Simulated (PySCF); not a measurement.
(F2In-mu-Cl)2.
Bonds: In1–F2, In1–F3, In1–Cl4, In1–Cl8, Cl4–In5, In5–F6, In5–F7, In5–Cl8.

Method used: PBE0-D3(BJ)/def2-SVP geometry optimisation, gas phase, def2 core potentials past Kr (PySCF 2.14.0).

Question: List the bond lengths, angles and torsions at this level.

Answer: 
| bond | length (pm) |
| --- | --- |
| In1–F2 and 3 like bonds | 193.5 |
| In1–Cl4 and 3 like bonds | 251.6 |

Bonds in one row agree within 1 pm and their mean is given. A selection of angles:
| angle | degrees |
| --- | --- |
| F2–In1–F3 | 128.6 |
| F2–In1–Cl4 | 109.4 |
| F2–In1–Cl8 | 106.9 |
| F3–In1–Cl4 | 106.4 |
| Cl4–In1–Cl8 | 88.9 |
| In1–Cl4–In5 | 91.1 |

Torsions: F2–In1–Cl4–In5 108° (anticlinal); F2–In1–Cl8–In5 -110° (anticlinal); In1–Cl4–In5–F6 -107° (anticlinal); Cl4–In5–Cl8–In1 0° (synperiplanar).

All 4 F–In bonds measure 1.935 Å. In1 (indium bonded to 2 Cl and 2 F) has angles from 88.9° to 128.6°.

Point group: near D2h, missed by 0.09 Å at most; the miss may be what the optimiser left on a soft mode (C2h holds within 0.08 Å). PBE0-D3(BJ)/def2-SVP frequencies: not computed here. The numbers are those of one conformer.
